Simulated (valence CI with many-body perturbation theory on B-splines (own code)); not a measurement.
**Which ion has this spectrum?**

A relativistic CI+MBPT calculation for an atom or ion with 8 electrons gives these levels (Ry):

```tsv
J	Parity	E	g
2	even	0.00	1.33
0	even	2.95	
1	even	28.93	1.48
2	even	30.18	1.13
2	odd	49.00	1.48
1	odd	53.13	1.20
0	even	60.19	
0	odd	78.54	
1	odd	80.92	1.25
0	even	104.48	
2	odd	354.12	1.52
1	odd	354.62	1.18
1	even	360.03	1.50
2	even	360.16	1.19
```

The energies are calculated, and their last digits are not significant.

Q: Which is it?
A. Ce50+
B. Pr51+
C. Ba48+
D. Xe46+

A: C. Ba48+, ground level (2s^2 2p1/2^2 2p3/2^2) J=2.
